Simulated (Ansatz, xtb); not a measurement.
**Ranking isomers of C5H8O2**

3 gas-phase structures of C5H8O2, from a drawn sample of its isomers (lower ones may exist). Each was relaxed with GFN2-xTB; where two conformers were screened, the lower at r2SCAN-D4/def2-SVP is listed:

A. `C=C[C@@H]1OC[C@@H]1O`, a singlet
B. `C=CC1(O)COC1`, a singlet
C. `C=C[C@@H]1OC[C@H]1O`, a singlet

**Question.** Make a reasoned guess at their ranking by r2SCAN-D4/def2-SVP single-point energy.

**Answer.** Calculated order at r2SCAN-D4/def2-SVP: C (0.000), B (0.035), A (0.057) eV. Less than 1 kcal/mol parts C and B; B and A, so the order within those pairs means little.

Energies above the lowest of each column, in eV; the last columns are at PBE0-D3(BJ)/def2-SVP geometries:

```csv
structure,GFN2-xTB,HF/STO-3G,r2SCAN-D4/def2-SVP,PBE0-D3(BJ)/def2-SVP,CCSD(T)/def2-SVP + ΔMP2/def2-TZVPP
C,0.000,0.000,0.000,0.000,0.000
B,0.069,0.062,0.035,0.048,0.028
A,0.028,0.070,0.057,0.019,0.042
```

Every level run on C puts it lowest or level with the lowest. Flexible structures stand in one conformer each, not always the lowest. ΔMP2 is the change of the MP2 energy from the smaller to the larger basis.

Programs: Ansatz 0.2.0, xtb 6.7.1.
